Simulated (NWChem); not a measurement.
Species: CH5FO2Si; SMILES F[Si@H](O)OC

```xyz
10

C     -0.0409     2.0384     0.4746
O     -0.2958     1.1054    -0.5460
Si    -0.0369    -0.5053    -0.4834
O      1.4441    -0.7796     0.1852
F     -1.1229    -1.2477     0.4669
H     -0.8661     2.0609     1.2065
H      0.8972     1.8122     1.0085
H      0.0462     3.0379     0.0236
H     -0.2032    -1.0314    -1.8489
H      1.5619    -1.5816     0.7016
```
Atoms are numbered in this order, from 1.

Structure relaxed at the PBE0/def2-SVP level.

Give the principal values of the shielding tensors (ppm) of C1, O2, Si3, O4, F5 from PBE/pcSseg-1, GIAO (NWChem), with their diamagnetic and paramagnetic parts as GIAO splits them.


```
atom    σ11    σ22    σ33  isotropic  diamagnetic  paramagnetic
----  -----  -----  -----  ---------  -----------  ------------
C1     97.4  105.4  180.3      127.7        246.4        -118.7
O2    219.3  304.1  326.8      283.4        395.2        -111.8
Si3   376.4  387.3  408.1      390.6        882.0        -491.4
O4    239.0  278.7  314.2      277.3        389.7        -112.3
F5    234.3  269.3  380.1      294.6        473.5        -179.0
```
